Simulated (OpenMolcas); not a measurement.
A calculation on Mo.

| Property | Result |
| --- | --- |
| Program | OpenMolcas |
| Method | SS-CASPT2, IPEA 0.25 Eh, imaginary shift 0.1 Eh (closed shells correlated: 4s 4p) |
| Basis | ANO-RCC-VTZP [7s6p4d2f1g] |
| Scalar Hamiltonian | DKH2, point nucleus |
| Active space | 6 electrons in 11 orbitals (4d 5s 5d) |
| State averaging | 2S+1 = 7 even, 1 root; 2S+1 = 5 even, 15 roots kept (CI in the orbitals of an earlier block) |
| Spin-orbit coupling | state interaction with AMFI integrals over the reference wave functions, term energies averaged over their components |

**Question.** Which level of the active space comes out lowest?

**Answer.** 4d5 5s 7S3, with 100 % of that term; it is also the measured ground level.

**Question.** How high does 4d5 5s 5G3 lie?

**Answer.** 2.300 eV above the lowest level.

**Question.** How high does 4d4 5s2 5D3 lie?

**Answer.** 1.626 eV above the lowest level.

**Question.** How high does 4d5 5s 5G4 lie?

**Answer.** 2.301 eV above the lowest level.

Measured values: NIST Handbook of Basic Atomic Spectroscopic Data.

Term energies are means over components that CASPT2 splits; among the terms shown or strongly mixed into the levels shown the widest spread is 77 cm-1 (4d5 5s 5G). Terms from blocks run as CI alone lack orbitals of their own. Active for correlation alone: 5d; no level in the range computed is led by a configuration that fills it, so any true level of that kind is missing. Computed and measured levels are paired by configuration, term and J; levels that our copy of the source lacks, or whose pairing is in doubt (as where it misses far off the trend of its configuration), stay unpaired and out of the deviations. Levels of configurations outside the active space are missing.
